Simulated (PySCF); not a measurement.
**CdF: from constants to spectrum**

UHF-CCSD(T) constants of CdF, ²Σ⁺ (doublet), unpaired electrons σ ↑ (Cd def2-SVP with ECP28, F def2-SVP; scalar-relativistic core potentials (PySCF 2.14); masses 113.9034 and 18.9984 u):

* ωe: 566.0 cm⁻¹
* ωexe: 2.77 cm⁻¹
* Be: 0.26371 cm⁻¹
* αe: 0.00167 cm⁻¹
* D (centrifugal): 2.29e-07 cm⁻¹
* De to Cd + F: 2.05 eV

(1) Give the vibrational terms G(v) and spacings up to v = 6.

(2) How well does the Morse estimate ωe²/(4ωexe) reproduce De, and what is D0?

Correlated steps freeze 1 core orbital. Correlated levels converge slowly with the basis: in double zeta they bind strong bonds too weakly, by up to about 1 eV, and carry superposition errors of some tenths. Spin–orbit coupling is left out. The state is the lowest determinant that a PBE0 search found; another state may lie lower at other levels.

Answers

(1) G(v) = ωe(v+½) − ωexe(v+½)².

| v | G(v) (cm⁻¹) | G(v) − G(v−1) | Bv (cm⁻¹) |
| --- | --- | --- | --- |
| 0 | 282 |  | 0.2629 |
| 1 | 843 | 560 | 0.2612 |
| 2 | 1398 | 555 | 0.2595 |
| 3 | 1947 | 549 | 0.2579 |
| 4 | 2491 | 544 | 0.2562 |
| 5 | 3029 | 538 | 0.2545 |
| 6 | 3562 | 533 | 0.2529 |

(2) It gives 3.58 eV, 175 % of the computed De. D0 = De − G(0) = 2.05 − 0.04 = 2.01 eV.
